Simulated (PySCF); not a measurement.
C₂H₈O₂Si₂, SMILES C=C[Si@H](O)[SiH2]O. Atoms are numbered in the order given.

```xyz
14

C      1.6589     0.1981    -1.8699
C      1.1888     1.0023    -0.9025
Si     0.6421     0.3378     0.7700
O      1.3057    -1.1866     1.0069
Si    -1.6780     0.0346     0.5564
O     -1.9123    -0.6052    -0.9772
H      1.7933    -0.8763    -1.6970
H      1.9418     0.5702    -2.8612
H      1.0713     2.0723    -1.1249
H      1.0581     1.3010     1.8379
H      2.2697    -1.2333     1.0346
H     -2.3642     1.3563     0.7201
H     -2.2647    -0.9158     1.5394
H     -1.2359    -0.3570    -1.6214
```

The structure is a stationary point at B3LYP-D3(BJ)/def2-SVP. The structure was generated by enumeration; whether it is a known compound was not checked. One conformer was computed; it need not be the lowest.

These are PySCF with TDA-LC-ωPBE/def2-SVPD values and carry that method's errors.

Vertical excitations. 

Computed lowest excited states:
```csv
state,energy (eV),λ (nm),f,main pairs
S1,6.22,199,0.106,"HOMO→LUMO 59 %, HOMO−1→LUMO 15 %"
S2,6.56,189,0.007,HOMO→LUMO+1 65 %
S3,6.83,182,0.101,"HOMO−1→LUMO 30 %, HOMO→LUMO+2 15 %, HOMO→LUMO 14 %, HOMO−2→LUMO 12 %"
S4,7.40,168,0.309,"HOMO→LUMO+2 43 %, HOMO−1→LUMO 15 %, HOMO→LUMO 9 %"
S5,7.59,163,0.036,"HOMO−2→LUMO+1 34 %, HOMO−2→LUMO+2 20 %, HOMO−1→LUMO+1 17 %"
S6,7.70,161,0.019,"HOMO−1→LUMO+1 25 %, HOMO−2→LUMO+1 16 %, HOMO−1→LUMO+2 10 %, HOMO−4→LUMO 7 %"
S7,7.93,156,0.049,"HOMO−3→LUMO 37 %, HOMO−1→LUMO 9 %, HOMO−3→LUMO+1 8 %, HOMO→LUMO+3 7 %"
S8,8.16,152,0.058,"HOMO→LUMO+3 37 %, HOMO−2→LUMO 10 %, HOMO−3→LUMO+1 10 %, HOMO−1→LUMO 9 %"
S9,8.34,149,0.106,"HOMO→LUMO+3 17 %, HOMO−2→LUMO 16 %, HOMO−1→LUMO+1 13 %, HOMO−4→LUMO 7 %"
S10,8.41,147,0.002,"HOMO−2→LUMO 16 %, HOMO−3→LUMO 13 %, HOMO−3→LUMO+1 13 %, HOMO→LUMO+4 11 %"
T1,4.00,310,0,"HOMO→LUMO 31 %, HOMO−1→LUMO 29 %, HOMO−3→LUMO 18 %"
T2,5.50,226,0,"HOMO→LUMO 41 %, HOMO−1→LUMO 29 %, HOMO→LUMO+2 6 %"
T3,5.71,217,0,HOMO→LUMO+1 59 %
T4,6.13,202,0,"HOMO→LUMO+2 24 %, HOMO−3→LUMO 17 %, HOMO−1→LUMO 12 %, HOMO−2→LUMO 10 %"
```
Triplets are in the Tamm–Dancoff approximation.
